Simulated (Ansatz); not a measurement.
Spectroscopic constants of O2++, closed-shell singlet (not the ground state: that is measured with 2S+1 = 2).

Seven points along R, fitted to fifth degree in 1/R; most abundant isotopes. In def2 and cc sets the state is the lowest found near the PBE0 minimum, followed along R. The singlet is held restricted.

Cores are frozen in the correlated methods. CBS(a, b) extrapolates the correlation energy as X⁻³ and adds the Hartree–Fock energy of set b.

Programs: Ansatz (Gaussian orbitals). 

**Question.** What bond length and harmonic frequency does B2PLYP/def2-TZVPP give?

**Answer.** r_e = 1.055 Å, ω_e = 2051 cm⁻¹.

**Question.** What bond length and harmonic frequency does CCSD/def2-TZVPP give?

**Answer.** r_e = 1.039 Å, ω_e = 2335 cm⁻¹.

**Question.** What bond length and harmonic frequency does CCSD(T)/CBS(aug-cc-pVQZ, aug-cc-pV5Z) give?

**Answer.** r_e = 1.046 Å, ω_e = 2224 cm⁻¹.

Doubts at one or more of the structures used: a restricted determinant that unrestricted orbitals would lower (CCSD/def2-TZVPP, CCSD(T)/CBS(aug-cc-pVQZ, aug-cc-pV5Z)).

Ansatz is an electronic-structure program.
